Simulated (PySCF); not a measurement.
Isomers of C6H7FN2, one GFN2-xTB conformer each. Single-point energies are computed at PBE0/pcSseg-1 (PySCF, gas phase, no added dispersion term), electronic only.

Problem. Rank them by PBE0/pcSseg-1 energy, lowest first (kJ/mol).
A. `[NH2:1][CH2:2][c:3]1[cH:4][cH:5][c:6]([F:7])[n:8][cH:9]1` with H–N1–C2–C3 -59° and 60°, N1–C2–C3–C4 82°
B. `[F:1][c:2]1[cH:3][cH:4][n:5][n:6]1[CH:7]1[CH2:8][CH2:9]1` with N5–N6–C7–C8 -34°
C. `[CH2:1]=[CH:2][CH2:3][n:4]1[cH:5][c:6]([F:7])[cH:8][n:9]1` with C1–C2–C3–N4 131°, C2–C3–N4–C5 -71°
D. `[N:1]#[C:2][CH2:3][CH2:4][C:5]1=[N:6][C@H:7]1[CH2:8][F:9]` with C2–C3–C4–C5 178°, C3–C4–C5–N6 -2°, N6–C7–C8–F9 125°

Solution. A (0.0), B (144.4), C (146.9), D (231.3).

As drawn, the lowest has an aromatic ring and an N–H bond, which the highest lacks; the highest has a three-membered ring, a C≡N group and a C=N bond, which the lowest lacks. Neighbours under 10 kJ/mol apart (Fc1ccnn1C1CC1 and C=CCn1cc(F)cn1) can change places with a better method, another conformer or zero-point energy. GFN2-xTB itself gives, in the same order: 0.0, 24.6, 58.4, 239.3. Both levels put the same isomer lowest; measured from each level's own lowest isomer, the values differ by up to 119.8 kJ/mol (Fc1ccnn1C1CC1: 24.6 against 144.4).

Problem. Which frontier levels, dipoles and rotational constants go with these structures?

Solution. 
```tsv
SMILES	HOMO (eV, PBE0/pcSseg-1)	LUMO (eV)	dipole (D)	A, B, C (MHz)
NCc1ccc(F)nc1	-6.98	-1.16	2.62	4630, 963.4, 854.7
Fc1ccnn1C1CC1	-7.09	0.53	0.96	3028, 1432, 1053
C=CCn1cc(F)cn1	-7.05	-0.19	2.73	4118, 917.7, 797.4
N#CCCC1=N[C@H]1CF	-8.11	-0.84	2.79	3929, 673.8, 598.4
```
